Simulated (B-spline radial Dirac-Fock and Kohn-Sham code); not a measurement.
Dipole and non-dipole photoemission parameters of Mo⁴⁺ 3p3/2

System: molybdenum as Mo⁴⁺, [Kr] 4d2; threshold 443.9 eV (orbital energy of the model). Calculated with a radial finite-basis atomic code, using Dirac-Hartree-Slater photoionisation with a Latter tail; cross sections with all multipoles, angular parameters from the dipole term and its interference with E2.

Input of the calculation (task.json; shells as n, l, electrons):

```json
{"items": [{
  "Z": 42,
  "q": 4,
  "cfg": [[1, 0, 2], [2, 0, 2], [2, 1, 6], [3, 0, 2], [3, 1, 6], [3, 2, 10], [4, 0, 2], [4, 1, 6], [4, 2, 2]],
  "A": 98,
  "rrms": 4.4091,
  "do": "xps",
  "hv": [54.4, 59.1, 94.2, 118.0, 149.0, 150, 185.0, 186.0, 187.0, 200, 215.0, 240.0, 333.0, 353.0, 369.0, 400, 445.0, 951.0, 1230.0, 1253.6, 1690.0, 2620.0, 2984.4, 5810.0, 9251.7, 9920.0, 11100.0, 11300.0, 12000, 15000]
}]}
```

Command: `python xray2_run.py task.json out`

| hν (eV) | σ (kb) | β | γ | δ |
| --- | --- | --- | --- | --- |
| 951 | 180 | 1.554 | 0.007 | 0.003 |
| 1230 | 116 | 1.617 | -0.027 | 0.003 |
| 1253.6 | 112 | 1.620 | -0.026 | 0.003 |
| 1690 | 62.8 | 1.636 | 0.047 | 0.005 |
| 2620 | 24.0 | 1.595 | 0.302 | 0.013 |
| 2984.4 | 17.7 | 1.571 | 0.401 | 0.016 |
| 5810 | ? | ? | ? | ? |
| 9251.7 | 0.835 | 1.210 | 1.451 | 0.097 |
| 9920 | 0.678 | 1.179 | 1.515 | 0.106 |
| 11100 | 0.483 | 1.130 | 1.615 | 0.123 |
| 11300 | 0.457 | 1.121 | 1.631 | 0.126 |
| 12000 | 0.380 | 1.094 | 1.683 | 0.136 |
| 15000 | 0.190 | 0.988 | 1.867 | 0.179 |

Task: Give the values at 5810 eV.

Result: σ = 3.16 kb, β = 1.389, γ = 1.006, δ = 0.049.
